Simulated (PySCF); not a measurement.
ClH3SiTe, SMILES [SiH3][Te]Cl.

The structure is a stationary point at PBE0-D3(BJ)/def2-SVP. The def2 effective core potentials stand for the cores of Te; spin–orbit coupling is left out.

The numbers are results of PBE0-D3(BJ)/def2-SVP (PySCF), not measurements.

Frequencies are harmonic and unscaled.

Q: List the normal modes with their intensities. (An estimate is asked for; the answer gives what the named calculation found.)

A: 
```csv
mode,ν (cm⁻¹),IR (km/mol),Raman (Å⁴/amu),depolarisation,moving atoms (share of kinetic energy)
1,91,1.0,3.7,0.66,"Cl 42 %, Si 33 %, Te 14 %, H 10 %"
2,128,0.0,0.2,0.75,H 96 %
3,335,5.2,15.6,0.26,"Si 72 %, Te 19 %, H 9 %"
4,367,16.6,14.3,0.30,"Cl 79 %, Te 21 %"
5,543,9.8,15.1,0.71,"H 87 %, Si 11 %"
6,548,4.9,15.9,0.75,H 93 %
7,870,350.8,10.8,0.48,"H 92 %, Si 8 %"
8,913,44.3,24.4,0.75,H 97 %
9,940,44.6,21.9,0.74,H 97 %
10,2229,71.7,265.3,0.06,H 98 %
11,2254,59.2,152.4,0.36,H 96 %
12,2261,67.4,106.8,0.75,H 96 %
```
